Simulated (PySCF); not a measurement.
A geometry optimisation on `CC1=CC=[N+]([O-])C=C1` (4-picoline N-oxide).

Computed with PBE0-D3(BJ)/def2-SVP geometry optimisation, gas phase (PySCF 2.14.0). Start geometry: GFN2-xTB. A driver script takes a list of jobs; this job's settings line and coordinates (Å) are shown.

Input:
```
{"job": {"xc": "PBE0", "basis": "def2-SVP", "d3": "d3bj", "grid": 2, "kind": "geom"}, "charge": 0, "multiplicity": 1}
C      2.231593    -0.226084    -0.121282
C      0.748180    -0.074260    -0.027453
C     -0.094607    -1.174994     0.097915
C     -1.456981    -1.014620     0.163266
N     -2.037366     0.207301     0.106806
O     -3.284698     0.333739     0.170696
C     -1.232889     1.288983    -0.019396
C      0.133903     1.173386    -0.086667
H      2.564954    -1.108608     0.419127
H      2.529304    -0.337530    -1.164542
H      2.736523     0.649135     0.280068
H      0.314999    -2.172410     0.145221
H     -2.140942    -1.843360     0.262966
H     -1.744162     2.238321    -0.061989
H      0.727776     2.068988    -0.186649
```

Task: What does the run print?

Result: 
```
step   0  E = -362.09633111  max force = 0.017036
step   1  E = -362.09804805  max force = 0.002495
step   2  E = -362.09806238  max force = 0.000571
step   3  E = -362.09806348  max force = 0.000679
step   4  E = -362.09806644  max force = 0.000181
optimisation converged
```

Energies in Eh; «max force» is the largest Cartesian gradient component in Eh/bohr.

Task: Give the first gradient maximum in eV/Å.

Result: With 1 Eh/bohr = 51.422 eV/Å, 0.876 eV/Å.

Task: How much energy does the optimisation release, in eV?

Result: E(step 0) − E(last step) = 0.001735 Eh, which is 0.047 eV.

Summary of the converged run: final energy -362.09807 Eh after 4 steps; dipole 4.33 D.

The run took 41 s of wall time on an Arm Neoverse V2 with one thread, no GPU, shared host with 96 logical CPUs at a one-minute load of 41, and the process peaked at 0.72 GiB of memory.
Labels such as C1 count atoms from 1, the log's own numbers from 0.
